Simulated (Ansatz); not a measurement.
`OB1NB(S)O1`. The species carries charge 0 and has multiplicity 1. The geometry is a stationary point of PBE0-D4/def2-TZVP. It is one conformer, not always the lowest.

```xyz
9

O    -0.102   -0.372    2.310
B    -0.053   -0.170    0.982
N     0.671    0.689    0.077
B    -0.121   -0.027   -0.878
S    -0.248    0.051   -2.665
O    -0.817   -0.859    0.018
H     0.491    0.190    2.812
H     1.358    1.413    0.082
H    -1.180   -0.914   -2.737
```

Problem. What is the dipole moment at r2SCAN/def2-TZVPP? (Best estimate.)

Solution. The calculation gave: 2.87 D, with components (1.91, 1.89, 1.01) D in this frame, pointing from negative to positive charge.

Problem. And with PBE, B3LYP, ωB97M-V? (Estimate.)

Solution. Computed: PBE 2.83 D, B3LYP 2.92 D, ωB97M-V 2.94 D.

Problem. Give the Mulliken charges with r2SCAN, B3LYP, ωB97M-V in def2-TZVPP. (An estimate is asked.)

Solution. The calculation gave: 
```
atom  r2SCAN  B3LYP  ωB97M-V
  O1   -0.28  -0.25    -0.27
  B2    0.39   0.35     0.39
  N3   -0.34  -0.30    -0.29
  B4    0.30   0.30     0.30
  S5   -0.15  -0.19    -0.17
  O6   -0.41  -0.38    -0.39
  H7    0.21   0.20     0.19
  H8    0.16   0.15     0.12
  H9    0.12   0.12     0.13
```

B3LYP here is the variant with VWN-RPA as its local correlation; programs differ in this.
